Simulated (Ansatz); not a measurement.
The same path of ClH + FH5Si2 (10 atoms, charge 0, multiplicity 1) was run twice with different band settings. Lost on the way: Si1–F2, H6–Cl7. Made: Si1–Cl7, F2–H6.

Method: Ansatz 0.2.0, RKS PBE0-D4/def2-SVP.

Relaxed end points:

```xyz
10
Properties=species:S:1:pos:R:3
Si -1.057 0.779 0.194
F -0.170 1.789 -0.770
H -2.338 0.518 -0.526
H -1.339 1.535 1.450
Si 0.121 -1.203 0.631
H 1.431 1.155 -1.500
Cl 2.376 0.305 -1.754
H 0.281 -2.025 -0.601
H -0.742 -1.943 1.607
H 1.437 -0.912 1.267
```

```xyz
10
Properties=species:S:1:pos:R:3
Si -1.072 0.600 -0.210
F 1.970 1.017 -0.172
H -2.505 0.262 -0.448
H -0.994 1.855 0.588
Si 0.153 -1.184 0.705
H 1.595 1.124 -1.019
Cl -0.295 1.052 -2.121
H 0.972 -1.811 -0.373
H -0.825 -2.197 1.213
H 1.001 -0.719 1.837
```

Common settings: spring 5.0 eV/Å²; optimiser quadratic models (default); start path through a guess of the saddle point; force threshold 0.05 eV/Å; iteration limit 60; end points relaxed.

| run | movable images | climbing image |
| --- | --- | --- |
| 1 | 5 | yes |
| 2 | 2 | no |

Q: What does each run give, and how far can it be trusted?

A: Run 1: converged after 20 iterations, highest image 1.274 eV above the first end. A vibrational analysis at the climbing image gives one clearly imaginary mode, 321i cm⁻¹: a first-order saddle point.
Run 2: converged after 12 iterations, highest image 0.218 eV above the first end. No image climbed, so the highest image needn't sit at the top of the path. A band with more images between the same ends climbed to 1.27 eV, so this one has probably stepped over the top. So few images can step over the top or miss a turn of the path.
The orbitals stay closed-shell, which can raise the energy where a bond breaks towards radicals; this wasn't checked here.
